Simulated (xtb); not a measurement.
A run for xtb: GFN2-xTB on H2OSTe (SMILES O[Te]S), a point of a torsion scan.

```
$ xtb mol.xyz --gfn 2 --opt vtight --chrg 0 --uhf 0 --input xcontrol
5

O     -1.41119745     0.56826485    -0.41836364
Te    -0.10866914    -0.95887159    -0.77646041
S      0.00060866    -2.23627232     1.31440508
H     -2.30634811     0.23174492    -0.17292039
H      0.11254828    -1.28174825     2.35685831
$constrain
  force constant=1.0
  dihedral: 4,1,2,3,300.0
$end
```

It printed:

```
[...]
           -------------------------------------------------
          |                Calculation Setup                |
           -------------------------------------------------



           -------------------------------------------------
          |                 G F N 2 - x T B                 |
           -------------------------------------------------

        Reference                      10.1021/acs.jctc.8b01176
      * Hamiltonian:
        H0-scaling (s, p, d)           1.850000    2.230000    2.230000
        zeta-weighting                 0.500000
      * Dispersion:
        s8                             2.700000
        a1                             0.520000
        a2                             5.000000
        s9                             5.000000
      * Repulsion:
        kExp                           1.500000    1.000000
        rExp                           1.000000
      * Coulomb:
        alpha                          2.000000
        third order                    shell-resolved
        anisotropic                    true
        a3                             3.000000
        a5                             4.000000
        cn-shift                       1.200000
        cn-exp                         4.000000
        max-rad                        5.000000


          ...................................................
          :                      SETUP                      :
          :.................................................:
          :  # basis functions                  26          :
          :  # atomic orbitals                  24          :
          :  # shells                           10          :
          :  # electrons                        20          :
          :  max. iterations                   250          :
          :  Hamiltonian                  GFN2-xTB          :
          :  restarted?                      false          :
          :  GBSA solvation                  false          :
          :  PC potential                    false          :
          :  electronic temp.          300.0000000     K    :
          :  accuracy                    1.0000000          :
          :  -> integral cutoff          0.2500000E+02      :
          :  -> integral neglect         0.1000000E-07      :
          :  -> SCF convergence          0.1000000E-05 Eh   :
          :  -> wf. convergence          0.1000000E-03 e    :
          :  Broyden damping             0.4000000          :
          :  net charge                          0          :
          :  unpaired electrons                  0          :
          ...................................................

 iter      E             dE          RMSdq      gap      omega  full diag
   1    -11.3864047 -0.113864E+02  0.831E+00    3.05       0.0  T
   2    -11.3200310  0.663737E-01  0.137E+01    2.51       1.0  T
   3    -11.3601084 -0.400774E-01  0.121E+01    2.61       1.0  T
   4    -11.4430044 -0.828960E-01  0.801E-01    2.97       1.0  T
   5    -11.4443918 -0.138739E-02  0.110E+00    2.97       1.0  T
   6    -11.4455264 -0.113456E-02  0.133E-01    2.98       1.0  T
   7    -11.4455496 -0.232475E-04  0.446E-02    2.99       1.0  T
   8    -11.4455493  0.297785E-06  0.426E-02    2.99       1.0  T
   9    -11.4455528 -0.350992E-05  0.602E-03    2.99       7.4  T
  10    -11.4455528 -0.780680E-08  0.225E-03    2.99      19.9  T
  11    -11.4455528 -0.676089E-08  0.819E-04    2.99      54.6  T
  12    -11.4455528 -0.120192E-09  0.257E-04    2.99     174.3  T

   *** convergence criteria satisfied after 12 iterations ***

         #    Occupation            Energy/Eh            Energy/eV
      -------------------------------------------------------------
         1        2.0000           -0.8646657             -23.5288
       ...           ...                  ...                  ...
         4        2.0000           -0.5740737             -15.6213
         5        2.0000           -0.5129738             -13.9587
         6        2.0000           -0.4978337             -13.5467
         7        2.0000           -0.4934447             -13.4273
         8        2.0000           -0.4493626             -12.2278
         9        2.0000           -0.4136338             -11.2555
        10        2.0000           -0.3809444             -10.3660 (HOMO)
        11                         -0.2712350              -7.3807 (LUMO)
        12                         -0.2567304              -6.9860
        13                         -0.1885909              -5.1318
        14                         -0.0301938              -0.8216
        15                         -0.0171806              -0.4675
       ...                                ...                  ...
        24                          0.6267617              17.0551
      -------------------------------------------------------------
                  HL-Gap            0.1097094 Eh            2.9853 eV
             Fermi-
[...]
21             -11.0109
        10        2.0000           -0.3886894             -10.5768 (HOMO)
        11                         -0.2539820              -6.9112 (LUMO)
        12                         -0.2352743              -6.4021
        13                         -0.1674878              -4.5576
        14                         -0.0310291              -0.8443
        15                         -0.0219117              -0.5962
       ...                                ...                  ...
        24                          0.7255469              19.7431
      -------------------------------------------------------------
                  HL-Gap            0.1347074 Eh            3.6656 eV
             Fermi-level           -0.3213357 Eh           -8.7440 eV

 SCC (total)                   0 d,  0 h,  0 min,  0.002 sec
 SCC setup                      ...        0 min,  0.000 sec (  2.259%)
 Dispersion                     ...        0 min,  0.000 sec (  0.521%)
 classical contributions        ...        0 min,  0.000 sec (  0.240%)
 integral evaluation            ...        0 min,  0.001 sec ( 26.203%)
 iterations                     ...        0 min,  0.000 sec ( 21.919%)
 molecular gradient             ...        0 min,  0.001 sec ( 45.536%)
 printout                       ...        0 min,  0.000 sec (  2.998%)

         :::::::::::::::::::::::::::::::::::::::::::::::::::::
         ::                     SUMMARY                     ::
         :::::::::::::::::::::::::::::::::::::::::::::::::::::
         :: total energy             -11.435620621726 Eh    ::
         :: gradient norm              0.000076077210 Eh/a0 ::
         :: HOMO-LUMO gap              3.665575146101 eV    ::
         ::.................................................::
         :: SCC energy               -11.468476200823 Eh    ::
         :: -> isotropic ES            0.029828530321 Eh    ::
         :: -> anisotropic ES         -0.001546631773 Eh    ::
         :: -> anisotropic XC         -0.000403863280 Eh    ::
         :: -> dispersion             -0.002924566400 Eh    ::
         :: repulsion energy           0.032850420216 Eh    ::
         :: add. restraining           0.000005158881 Eh    ::
         :: total charge              -0.000000000000 e     ::
         :::::::::::::::::::::::::::::::::::::::::::::::::::::

           -------------------------------------------------
          |                Property Printout                |
           -------------------------------------------------

    * Orbital Energies and Occupations

         #    Occupation            Energy/Eh            Energy/eV
      -------------------------------------------------------------
         1        2.0000           -0.8635838             -23.4993
         2        2.0000           -0.7270545             -19.7842
         3        2.0000           -0.6896232             -18.7656
         4        2.0000           -0.5742873             -15.6272
         5        2.0000           -0.5100194             -13.8783
         6        2.0000           -0.5089653             -13.8497
         7        2.0000           -0.4963636             -13.5067
         8        2.0000           -0.4519114             -12.2971
         9        2.0000           -0.4046421             -11.0109
        10        2.0000           -0.3886894             -10.5768 (HOMO)
        11                         -0.2539820              -6.9112 (LUMO)
        12                         -0.2352743              -6.4021
        13                         -0.1674878              -4.5576
        14                         -0.0310291              -0.8443
        15                         -0.0219117              -0.5962
        16                         -0.0111441              -0.3032
        17                          0.0112852               0.3071
        18                          0.0137837               0.3751
        19                          0.0266223               0.7244
        20                          0.1043456               2.8394
        21                          0.1447088               3.9377
       ...                                ...                  ...
        24                          0.7255469              19.7431
      -------------------------------------------------------------
                  HL-Gap            0.1347074 Eh            3.6656 eV
             Fermi-level           -0.3213357 Eh           -8.7440 eV

     #   Z          covCN         q      C6AA      α(0)
     1   8 O        1.588    -0.438    21.636     6.277
     2  52 Te       1.694     0.192   406.688    37.286
     3  16 S        1.823    -0.243   151.481    20.716
     4   1 H        0.817     0.314     0.678     1.293
     5   1 H        0.923     0.175     1.235     1.738

 Mol. C6AA /au·bohr⁶  :       1511.679642
 Mol. C8AA /au·bohr⁸  :      99838.700925
 Mol. α(0) /au        :         67.309494
Note: The following floating-point exceptions are signalling: IEEE_UNDERFLOW_FLAG IEEE_DENORMAL
normal termination of xtb


Wiberg/Mayer (AO) data.
largest (>0.10) Wiberg bond orders for each atom

 ---------------------------------------------------------------------------
     #   Z sym  total        # sym  WBO       # sym  WBO       # sym  WBO
 ---------------------------------------------------------------------------
     1   8 O    2.162 --     2 Te   1.204     4 H    0.887
     2  52 Te   2.425 --     1 O    1.204     3 S    1.182
     3  16 S    2.197 --     2 Te   1.182     5 H    0.942
     4   1 H    0.901 --     1 O    0.887
     5   1 H    0.969 --     3 S    0.942
 ---------------------------------------------------------------------------

Topologies differ in total number of bonds
Writing topology from bond orders to xtbtopo.mol

molecular dipole:
                 x           y           z       tot (Debye)
 q only:        0.135      -0.129      -0.007
   full:        0.254       0.014      -0.217       0.851
molecular quadrupole (traceless):
                xx          xy          yy          xz          yz          zz
 q only:        2.534       1.253      -4.822       1.200       1.481       2.287
  q+dip:        4.308       1.517      -7.043       1.890       4.225       2.735
   full:        4.578       1.012      -7.561       1.449       2.711       2.982

           -------------------------------------------------
          |                Geometry Summary                 |
           -------------------------------------------------

      molecular mass/u    :      177.6832003
   center of mass at/Å    :       -0.0768944      -0.7590720      -0.1523803
  moments of inertia/u·Å² :        0.5939911E+02   0.1631166E+03   0.2180698E+03
rotational constants/cm⁻¹ :        0.2838028E+00   0.1033471E+00   0.7730385E-01

 * 3 selected distances

     #   Z          #   Z                                           value/Å
     2  52 Te       3  16 S                                       2.3723274 (max)
     1   8 O        4   1 H                                       0.9588906 (min)
     3  16 S        5   1 H                                       1.3289357

 * 3 distinct bonds (by element types)

   Z      Z             #   av. dist./Å        max./Å        min./Å
   1 H    8 O           1     0.9588906     0.9588906     0.9588906
   1 H   16 S           1     1.3289357     1.3289357     1.3289357
  16 S   52 Te          1     2.3723274     2.3723274     2.3723274


optimized geometry written to: xtbopt.xyz


           -------------------------------------------------
          | TOTAL ENERGY              -11.435620621726 Eh   |
          | GRADIENT NORM               0.000076077210 Eh/α |
          | HOMO-LUMO GAP               3.665575146101 eV   |
           -------------------------------------------------

------------------------------------------------------------------------
------------------------------------------------------------------------
 total:
 SCF:
 ANC optimizer:
```

The run finished.

Warnings raised: the energy holds the restraint's term.

Cost: around 0.08 core-seconds (rough).
